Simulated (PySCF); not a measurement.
Structure problem from calculated spectra and properties.

Formula: C7H14S2.

* 1H NMR: chemical shifts (computed TMS as zero) by class: 3.66 (1 H), 2.88 (1 H), 2.33 (2 H), 2.11 (2 H), 1.33 (1 H), 1.19 (1 H), 0.87 (6 H) ppm [GIAO CAM-B3LYP/pcSseg-1]
* Rotational structure: rotational constants A, B, C: 1.825, 0.780, 0.632 GHz [PBE0-D3(BJ)/def2-SVP]
* 13C NMR: chemical shifts (computed TMS as zero) by class: 45.8 (1 C), 40.3 (1 C), 37.2 (1 C), 37.0 (2 C), 19.7 (2 C) ppm [GIAO CAM-B3LYP/pcSseg-1]
* Valence photoelectron: vertical ionisation energy: 8.27 eV [ΔSCF CAM-B3LYP/def2-SVPD]
* Polarisability: 121.9 au [CAM-B3LYP/def2-SVPD]
* UV, first state: lowest singlet excitation: 5.18 eV (239 nm, f = 0.005) [TDDFT CAM-B3LYP/def2-SVPD]
* Dipole: 2.40 D [CAM-B3LYP/def2-SVPD]
* Triplet: lowest triplet excitation (Tamm–Dancoff): 4.72 eV [TDA CAM-B3LYP/def2-SVPD]

The electronic properties come from PySCF, for the isolated species, density fitting. Levels stand in brackets. The structure is a single PBE0-D3(BJ)/def2-SVP conformer in the gas phase; no vibrational or solvent corrections. NMR classes are plain means over equivalent atoms (diastereotopic ones count apart unless rotation or inversion swaps them), as if these changed places fast.

Question: What is the compound? Reason from the data.

Answer: Numbering: `[CH3:1][CH:2]([CH3:3])[CH:4]1[CH2:5][S:6][CH2:7][S:8][CH2:9]1`. Its formula, C7H14S2, gives 1 degree of unsaturation: 1 ring and 0 π bonds in the structure found. 7 carbons fall into 5 classes; from least to most shielded: sp3 CH carbon [C4] (45.8 ppm), ring sp3 carbon bound to sulfur [C7] (40.3 ppm), sp3 CH carbon [C2] (37.2 ppm), ring sp3 carbon bound to sulfur [C5/C9] (37.0 ppm, 2 C, up to 7.4 ppm apart in this geometry), methyl carbon [C1/C3] (19.7 ppm, 2 C, up to 6.3 ppm apart in this geometry). Hydrogen classes from least to most shielded: 1 H on an sp3 carbon bound to sulfur, C7 (3.66 ppm), 1 H on an sp3 carbon bound to sulfur, C7 (2.88 ppm), 2 H on 2 like atoms (sp3 carbon bound to sulfur), C5/C9 (2.33 ppm), 2 H on 2 like atoms (sp3 carbon bound to sulfur), C5/C9 (2.11 ppm), 1 H on an sp3 CH carbon, C4 (1.33 ppm), 1 H on an sp3 CH carbon, C2 (1.19 ppm), 6 H on 2 methyl carbons, C1/C3 (0.87 ppm, a mean of values up to 0.5 ppm apart in this geometry). The first electron is taken from the HOMO, whose largest Löwdin shares are 0.39 on each of 2 atoms of one kind (sulfide sulfur) and 0.05 on each of 2 atoms of one kind (sp3 carbon bound to sulfur). The optimised geometry has point group C1 and is an asymmetric top. Structure: `CC(C)C1CSCSC1`. Computed isomers that give other values at the same levels: `CC(C)[C@@H]1CCCSS1` (rotational constant A: 1.628 GHz; this holds for the one conformer computed). The assignments are read from this structure; whether some other isomer fits the data as well wasn't checked.
